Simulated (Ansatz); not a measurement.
`BC(Cl)BO` + `O=[C](O)[GeH3]` → `BO[C](=O)[GeH3]` + `OBCCl`  (ligand exchange at a B–C bond)

Program: Ansatz. Geometries: PBE0-D4/def2-TZVP. ΔE: electronic, gas phase. CCSD(T)/CBS is the MP2 limit (def2-TZVPP, def2-QZVPP) plus CCSD(T) − MP2 in def2-TZVPP, frozen cores. Functionals use def2-TZVPP. For Ge outer-core shells are correlated without core-valence functions, which leaves a few kJ/mol of doubt a bond. Scalar relativity is left out up to krypton. Each species was taken in one conformer, which may not be the lowest.

`BC(Cl)BO`:

```xyz
10

B    -1.179    0.866    0.562
C     0.214    0.551   -0.019
Cl    0.477    1.059   -1.721
B     0.575   -0.982    0.191
O     0.907   -1.769   -0.840
H    -1.332    0.711    1.737
H    -2.086    1.220   -0.126
H     0.960    1.070    0.602
H     0.565   -1.449    1.291
H     0.899   -1.278   -1.676
```

`O=[C](O)[GeH3]`:

```xyz
8

O     1.098    0.520    1.491
C     0.680    0.375    0.377
O     1.308    0.862   -0.708
Ge   -0.998   -0.596   -0.106
H     2.107    1.318   -0.395
H    -1.947    0.384   -0.806
H    -0.645   -1.749   -1.052
H    -1.603   -1.115    1.200
```

`BO[C](=O)[GeH3]`:

```xyz
10

B     0.795    0.232    2.054
O     0.665   -0.245    0.779
C    -0.547   -0.283    0.123
O    -1.576   -0.465    0.690
Ge   -0.317   -0.068   -1.848
H     1.873    0.094    2.548
H    -0.120    0.781    2.586
H     0.564   -1.215   -2.353
H     0.373    1.278   -2.101
H    -1.710   -0.110   -2.478
```

`OBCCl`:

Z-matrix (Å, degrees):
```
C
B 1 1.576
Cl 1 1.791 2 112.6
H 1 1.092 2 111.2 3 -120.5
H 1 1.092 2 111.2 3 120.5
O 2 1.340 1 122.2 3 -0.0
H 2 1.198 1 119.5 3 180.0
H 6 0.969 2 111.2 1 0.0
```

```
             level  ΔE (kJ/mol)  difference from CCSD(T)/CBS
         r2SCAN-D4        -85.3                          6.7
           PBE0-D4        -83.0                          9.0
           ωB97X-V        -89.6                          2.4
           ωB97M-V        -88.9                          3.1
            B2PLYP        -95.0                         -3.0
               PBE        -81.3                         10.7
            r2SCAN        -85.5                          6.5
              PBE0        -84.0                          8.0
     HF/def2-TZVPP       -105.6                        -13.6
SCS-MP2/def2-TZVPP        -96.3                         -4.3
CCSD(T)/def2-TZVPP        -93.7                         -1.7
    MP2/def2-QZVPP        -90.9                          1.1
SCS-MP2/def2-QZVPP        -95.6                         -3.6
      HF/CBS(def2)       -106.5                        -14.5
     MP2/CBS(def2)        -89.9                          2.1
    CCSD/CBS(def2)        -93.4                         -1.4
       CCSD(T)/CBS        -92.0                            0
```

Largest T1 diagnostic among the species: 0.015.

In def2-TZVPP, CCSD(T) changes the Hartree–Fock value by +11.9 kJ/mol (the triples alone add +1.4 kJ/mol) and MP2 by +14.0 kJ/mol.
